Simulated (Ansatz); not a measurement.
CH₃ClIIn, SMILES `[CH3][In]([Cl])[I]`. Charge 0, multiplicity 1. Correlated methods include outer-core shells of I, In, which these sets cover unevenly. In, I takes the def2 core potential.

```xyz
7

C    -0.7630    0.3893    0.7783
In    0.6512   -0.2847   -0.6667
Cl    1.8488    1.2201   -1.9831
I     1.2621   -2.8100   -1.1908
H    -1.7400   -0.0292    0.5380
H    -0.4559    0.0377    1.7630
H    -0.8032    1.4769    0.7613
```

Question: Give the diagnostics of a CCSD(T)/def2-TZVPP run (frozen core, Ansatz 0.2.0). (Best estimate.)

Answer: Ansatz gave: T1 = 0.0110, largest single amplitude 0.039, largest double 0.034, (T) share of the correlation energy 3.0 %, 10 CCSD cycles. The RHF solution is stable towards an unrestricted one. T1 lies under the customary mark of 0.02 for closed shells.
